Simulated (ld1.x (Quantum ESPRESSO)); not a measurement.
bismuth (Bi): excitation energies, all-electron against TM

Bi, norm-conserving Troullier–Martins (Kleinman–Bylander form), made with ld1.x (Quantum ESPRESSO) 7.5 (PBEsol, scalar-relativistic). Core [Xe] 4f14, reference 5d10 6s2 6p3. Waves: 6s (bound): rc 1.65 bohr; 6p (bound): rc 1.85 bohr; 5d (bound): rc 1.05 bohr. Local part: the d channel. Core correction: a·sin(br)/r model core, default radius (core density twice the valence density).

Energies are relative to the spin-unpolarised reference configuration 5d10 6s2 6p3; without spin polarisation the order of configurations can differ from experiment.

```
valence configuration  charge  ΔE all-electron (eV)  error AE − PS (meV)
         5d10 6s2 6p2      +1                 7.949                 -9.0
         5d10 6s2 6p1      +2                23.239                  -27
         5d10 6s2 6p0      +3                46.596                  -27
          5d9 6s2 6p4       0                24.162                 -295
         5d10 6s0 6p5       0                20.574                  -53
       5d10 6s2 6p2.5    +0.5                 3.113                 -2.6
       5d10 6s2 6p3.3    -0.3                -1.100                 +0.2
```

Levels in the configuration 5d10 6s2 6p3.3:

```
level  all-electron (eV)  pseudo (eV)
   5d            -24.941      -24.925
   6s            -12.500      -12.494
   6p             -2.765       -2.762
```

Note: ghost states, extra bound levels that the all-electron valence spectrum of the same l lacks: s at -90.9 eV, p at -18.7 eV. A true bound ghost makes a file unfit for plane-wave use.
